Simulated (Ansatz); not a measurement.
The same group exchange along the group O, S, Se.

Calculated with Ansatz (gas phase, PBE0-D4/def2-TZVP geometries, no zero-point term in ΔE). CBS: MP2 limit from def2 TZ/QZ plus the TZ coupled-cluster correction, frozen cores. This one scheme is used for every species. DFT in def2-TZVPP. For Se outer-core shells are correlated without core-valence functions, which leaves a few kJ/mol of doubt a bond. Scalar relativity is left out up to krypton. One conformer a species, not always the lowest.

```tsv
reaction	CCSD(T)/CBS(def2) (eV)
`O[SiH2]N[SiH3]` + `CC=N` → `C[SiH2]N[SiH3]` + `N=CO`	0.93
`[SiH3]N[SiH2]S` + `CC=N` → `C[SiH2]N[SiH3]` + `N=CS`	?
`[SiH3]N[SiH2][SeH]` + `CC=N` → `C[SiH2]N[SiH3]` + `N=C[SeH]`	0.79
```

Problem. Fill in the missing values. (Best estimate.)

Solution. The calculation gave: `[SiH3]N[SiH2]S` + `CC=N` → `C[SiH2]N[SiH3]` + `N=CS`: +0.68 eV.

Largest T1 diagnostic: 0.014, for `N=CO`.
